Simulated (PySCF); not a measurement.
**Trend along the second period: MTe anions**

CCSD(T) with double-zeta basis sets in PySCF, for the lowest determinant that a PBE0 search found; no spin–orbit coupling. De refers to high-spin ground-configuration atoms (the charge goes to the atom of lower measured ionisation energy or higher electron affinity, which is not always the lowest computed limit).

```csv
M,basis,"reference, frozen orbitals",charged atom,state (unpaired electrons),Re (Å),ωe (cm⁻¹),De (eV)
Li,aug-cc-pVDZ/aug-cc-pVDZ-PP,"RHF, 4",Te−,singlet (closed shell),2.410,477,n/a
B,aug-cc-pVDZ/aug-cc-pVDZ-PP,"RHF, 5",Te−,singlet (closed shell),2.097,651,n/a
C,aug-cc-pVDZ-PP/aug-cc-pVDZ,"ROHF, 5",Te−,doublet (π ↑),2.037,647,n/a
O,aug-cc-pVDZ-PP/aug-cc-pVDZ,"UHF, 5",Te−,doublet (π ↑),1.943,636,n/a
F,aug-cc-pVDZ-PP/aug-cc-pVDZ,"RHF, 5",F−,singlet (closed shell),2.035,502,2.29
```

The shortest bond is that of TeO⁻ (1.943 Å), the longest that of LiTe⁻ (2.410 Å).

The state changes along the series, so neighbouring rows are not always alike in their bonding.

Correlated steps freeze the inner cores (4 to 5 orbitals); shallow outer-core shells are correlated. UHF and ROHF references stand side by side, which adds small steps between rows. Correlated levels converge slowly with the basis: in double zeta they bind strong bonds too weakly, by up to about 1 eV, and carry superposition errors of some tenths. These are scalar-relativistic numbers at best; spin–orbit coupling would shift them, the dissociation energy most. For an ion De counts to the pair picked by the measured ionisation energies or electron affinities, which need not be the lowest pair at this level. Where the molecule has an RHF reference, its open-shell atoms are computed with UHF. The CCSD T1 diagnostic is raised in BTe⁻, TeC⁻, TeO⁻, a sign that a single reference may not be enough there. States were picked by a PBE0 search and need not be the measured ground states.
